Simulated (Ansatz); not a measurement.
C₃H₅BrO, SMILES `O=CCCBr`, relaxed with RKS PBE0-D4/def2-TZVP in Ansatz from a PBE-D4/def2-SVP geometry. The force threshold is 0.005 eV/Å; the program also tests the step.

Total charge 0; spin multiplicity 1.

Start:

```xyz
10

O    -0.966   -1.024   -2.047
C    -0.121   -0.767   -1.214
C    -0.116    0.502   -0.380
C    -0.022    0.282    1.126
Br    1.676   -0.559    1.673
H     0.739   -1.472   -1.009
H     0.746    1.124   -0.710
H    -1.049    1.057   -0.615
H    -0.823   -0.382    1.502
H    -0.064    1.239    1.674
```

(1) How much energy does the relaxation release, and in how many steps? (An estimate is asked.)

(2) Which bonds change most? (Estimate.)

(3) Give the relaxed structure. (Best estimate.)

Results:

(1) Ansatz gave: 6.94 kJ/mol, in 67 steps, 13 of them rejected.

(2) The calculation gave: C4–Br5 from 1.972 to 1.947 Å; C3–H7 from 1.113 to 1.091 Å; C2–H6 from 1.131 to 1.113 Å; C4–H10 from 1.104 to 1.087 Å.

(3) The calculation gave: 
```xyz
10

O     0.161   -0.808   -2.323
C    -0.151   -0.765   -1.168
C    -0.206    0.502   -0.354
C     0.084    0.280    1.108
Br    1.903   -0.363    1.373
H    -0.455   -1.687   -0.624
H     0.458    1.244   -0.800
H    -1.233    0.884   -0.445
H    -0.562   -0.481    1.544
H     0.000    1.195    1.688
```
